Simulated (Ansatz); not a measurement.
**Abstraction of Br: C3H7Br + CHI2 → C3H7 + CHBrI2**

Gas-phase species: C3H7Br (2-bromopropane) `CC(C)Br`, singlet; CHI2 `I[CH]I`, doublet; C3H7 (methylethyl) `C[CH]C`, doublet; CHBrI2 (bromodiiodomethane) `BrC(I)I`, singlet. A radical takes Br: the energy is the difference in strength between two C–Br bonds in different surroundings.

Shapes, held fixed at every level: PBE0-D4/def2-TZVP. Programs: Ansatz 0.2.0. The zero-point and thermal change to 298 K, harmonic and unscaled (PBE0-D4/def2-TZVP), is -4.3 kJ/mol.

| level | kind | ΔH(298 K) (kJ/mol) | less CCSD(T)/def2-TZVPP |
| --- | --- | --- | --- |
| HF/def2-TZVPP | Hartree–Fock | +56.8 | +3.0 |
| PBE-D4/def2-TZVPP | GGA | +44.9 | -8.9 |
| wB97M-V/def2-TZVPP | range-separated hybrid | +48.1 | -5.7 |
| CCSD(T)/def2-SVP | coupled cluster or CI | +51.5 | -2.3 |
| CCSD/def2-SVP | coupled cluster or CI | +51.8 | -2.0 |
| CCSD/def2-TZVPP | coupled cluster or CI | +54.5 | +0.7 |
| CCSD(T)/def2-TZVPP | coupled cluster or CI | +53.8 | 0.0 |

The highest level, CCSD(T)/def2-TZVPP, gives ΔH(298 K) = +53.8 kJ/mol; the levels span +44.9 to +56.8. The column of differences is taken from that level and isn't an error. No measured value is set beside it here. Spin contamination: CHI2 (⟨S²⟩ up to 0.78). Open shells run unrestricted. For atoms past krypton def2 sets carry core potentials with scalar relativity. Relativity is left out for Br. Outer-core shells of Br, I are correlated, in sets that cover them unevenly.
